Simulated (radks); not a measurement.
Ce24+, 34 electrons, occupied as [Ar] 3d10 4s2 4p4 (the NIST ground configuration). Calculated with a radial shooting solver on a logarithmic mesh with Libxc functionals: scalar-relativistic Kohn-Sham, PBE, spin-polarised, spherical densities, finite nucleus; open shells are filled with parallel spins first (spin-orbit coupling, left out, can overturn this in heavy ions); Fermi nuclear charge, rms radius 4.8771 fm.

Radial electron density D(r) = 4 pi r^2 rho(r):

| r (bohr) | D(r) (e/bohr) | spin D(r) |
|---|---|---|
| 0.000863 | 2.158 | -0.0000284 |
| 0.000973 | 2.649 | -0.0000332 |
| 0.001106 | 3.289 | -0.0000387 |
| 0.001247 | 4.022 | -0.0000435 |
| 0.001406 | 4.907 | -0.0000474 |
| 0.001598 | 6.052 | -0.0000489 |
| 0.001802 | 7.345 | -0.0000456 |
| 0.002031 | 8.888 | -0.0000340 |
| 0.002309 | 10.85 | -0.00000605 |
| 0.002603 | 13.03 | 0.0000441 |
| 0.002935 | 15.58 | 0.000132 |
| 0.003336 | 18.75 | 0.000291 |
| 0.003761 | 22.18 | 0.000535 |
| 0.00424 | 26.07 | 0.000924 |
| 0.004819 | 30.73 | 0.00158 |
| 0.005434 | 35.57 | 0.00254 |
| 0.006127 | 40.79 | 0.00400 |
| 0.006963 | 46.68 | 0.00637 |
| 0.007851 | 52.36 | 0.00972 |
| 0.008852 | 58.00 | 0.0147 |
| 0.01006 | 63.68 | 0.0224 |
| 0.01134 | 68.40 | 0.0330 |
| 0.01279 | 72.24 | 0.0480 |
| 0.01454 | 75.06 | 0.0706 |
| 0.01639 | 76.28 | 0.1000 |
| 0.01848 | 76.09 | 0.139 |
| 0.021 | 74.48 | 0.195 |
| 0.02368 | 72.08 | 0.261 |
| 0.0267 | 69.46 | 0.343 |
| 0.03035 | 67.36 | 0.444 |
| 0.03421 | 66.97 | 0.548 |
| 0.03858 | 68.83 | 0.652 |
| 0.04384 | 73.59 | 0.746 |
| 0.04943 | 80.25 | 0.799 |
| 0.05574 | 87.88 | 0.795 |
| 0.06335 | 95.10 | 0.713 |
| 0.07142 | 98.98 | 0.557 |
| 0.08053 | 98.62 | 0.348 |
| 0.09153 | 93.29 | 0.125 |
| 0.1032 | 85.07 | -0.00193 |
| 0.1164 | 76.48 | 0.0373 |
| 0.1322 | 70.40 | 0.320 |
| 0.1491 | 69.79 | 0.782 |
| 0.1681 | 73.89 | 1.30 |
| 0.1911 | 80.23 | 1.68 |
| 0.2154 | 83.49 | 1.65 |
| 0.2429 | 80.46 | 1.20 |
| 0.2761 | 69.36 | 0.477 |
| 0.3113 | 54.22 | 0.00921 |
| 0.3509 | 39.03 | 0.183 |
| 0.3989 | 27.09 | 1.25 |
| 0.4497 | 21.13 | 2.78 |
| 0.5071 | 18.60 | 4.17 |
| 0.5763 | 16.59 | 4.78 |
| 0.6498 | 13.51 | 4.32 |
| 0.7326 | 9.370 | 3.15 |
| 0.8327 | 5.129 | 1.78 |
| 0.9388 | 2.341 | 0.828 |
| 1.059 | 0.8471 | 0.306 |
| 1.203 | 0.2157 | 0.0795 |
| 1.356 | 0.04447 | 0.0167 |
| 1.529 | 0.006673 | 0.00255 |
| 1.738 | 0.0005974 | 0.000233 |

D(r) has 3 maxima, at r = 0.0171, 0.0749, 0.217 bohr, and minima at 0.0331, 0.142 bohr, inside which lie 1.97, 11.07 electrons.
